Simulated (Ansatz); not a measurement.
Breaking the Ge1–H3 bond in GeH4Se (SMILES [GeH3][SeH]) (multiplicity 1 held, fragments rigid). Energies count from the point at 1.537 Å.
Geometry at that point (charge 0, multiplicity 1):
```
atom    x (Å)    y (Å)    z (Å)
----  -------  -------  -------
Ge    -1.0910   0.3986   0.1388
Se     1.1127  -0.4468  -0.1569
H     -1.3102   1.6431  -0.7359
H     -2.0123  -0.7439  -0.3094
H     -1.3395   0.7445   1.6154
H      1.7428   0.7929   0.3247
```

Restricted levels (R-, RO-) in cc, def2 and unpolarised 6-31G sets keep to the state of the molecule at rest. Unrestricted levels (U-) break spin symmetry where that is lower. Active spaces are followed from a long bond inwards. Levels need not reach the same state.

Cores are frozen in the correlated methods. Filled d and f shells under p-block atoms count as core.

Codes used: Ansatz (Gaussian orbitals). Values without a source in brackets are computed.

Energies in kcal/mol.

| R (Å) | R-PBE/cc-pVTZ | U-B3LYP/cc-pVTZ | R-wB97X-V/cc-pVTZ | R-CCSD(T)/cc-pVTZ | U-CCSD(T)/cc-pVTZ | FIC-MRCISD+Q on CASSCF(2,2)/cc-pVTZ |
|---|---|---|---|---|---|---|
| 1.229 | 30.1 | [?] | 29.2 | 31.4 | 31.4 | 31.2 |
| 1.383 | 6.1 | 5.6 | 5.4 | 6.3 | 6.3 | 6.2 |
| 1.537 | 0.0 | 0.0 | 0.0 | 0.0 | 0.0 | 0.0 |
| 1.691 | 3.1 | 3.7 | 4.2 | 3.5 | 3.5 | 3.5 |
| 1.844 | 10.7 | 11.9 | 13.2 | 11.8 | 11.8 | 11.8 |
| 2.075 | 25.2 | 27.4 | 30.2 | 27.3 | 27.3 | 27.4 |
| 2.305 | 40.0 | 43.1 | 47.9 | 42.8 | 43.1 | 42.7 |
| 2.689 | 61.2 | [?] | 74.5 | 63.3 | 64.9 | 63.1 |
| 3.074 | 76.9 | 76.0 | 96.1 | 75.3 | 78.3 | 75.5 |
| 3.535 | 89.8 | 81.0 | 115.9 | 80.0 | 83.5 | 82.2 |
| 4.150 | 99.7 | 83.0 | 134.5 | 77.7 | 84.7 | 84.8 |
| 4.918 | 105.6 | [?] | 149.3 | 73.1 | 85.0 | 85.4 |

Problem. Some entries are withheld; supply them.

Solution. 
- 4.918, U-B3LYP/cc-pVTZ: 83.4
- 1.229, U-B3LYP/cc-pVTZ: 29.3
- 2.689, U-B3LYP/cc-pVTZ: 65.1

Doubts at one or more of the structures used: a restricted determinant that unrestricted orbitals would lower (R-PBE/cc-pVTZ, R-wB97X-V/cc-pVTZ, R-CCSD(T)/cc-pVTZ); a spin-contaminated determinant (U-B3LYP/cc-pVTZ, U-CCSD(T)/cc-pVTZ); other coupled-cluster roots lie near (R-CCSD(T)/cc-pVTZ); T1 above 0.05 (R-CCSD(T)/cc-pVTZ, U-CCSD(T)/cc-pVTZ).

Ansatz is a quantum-chemistry and plane-wave program.
